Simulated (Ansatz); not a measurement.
C4H10Si can be A, `C1CC[SiH2]C1`, or B, `C[SiH2]C1CC1`.

Isolated molecules relaxed with PBE0-D4/def2-TZVP in Ansatz; ΔE leaves out vibrations. CBS: MP2 limit from def2 TZ/QZ plus the TZ coupled-cluster correction, frozen cores. DFT in def2-TZVPP. B3LYP here is the variant with VWN-RPA as its local correlation; programs differ in this. One conformer a species, not always the lowest.

Problem. Which is lower in electronic energy at CCSD(T)/CBS, and by how much? (An estimate is asked.)

Solution. Computed: A, by 18.0 kcal/mol.

Problem. Give E(B) − E(A) in kcal/mol with B2PLYP, B3LYP-D4, MP2/def2-TZVPP, CCSD/def2-TZVPP, B3LYP, CCSD(T)/def2-TZVPP, r2SCAN-D4. (An estimate is asked.)

Solution. Computed: B2PLYP 16.3, B3LYP-D4 16.7, MP2/def2-TZVPP 17.3, CCSD/def2-TZVPP 17.6, B3LYP 15.2, CCSD(T)/def2-TZVPP 17.8, r2SCAN-D4 16.4. None reverses the order clearly.

Largest T1 diagnostic: 0.010.

From PBE to PBE0 (25 % exact exchange), in def2-TZVPP and without D4, E(B) − E(A) moves by +1.0 kcal/mol. The D4 term adds +1.5 kcal/mol with B3LYP and +0.7 kcal/mol with PBE0; it sums over pairs of atoms, weighted by their polarisabilities, and B3LYP, whose exchange is more repulsive, gets the larger term.
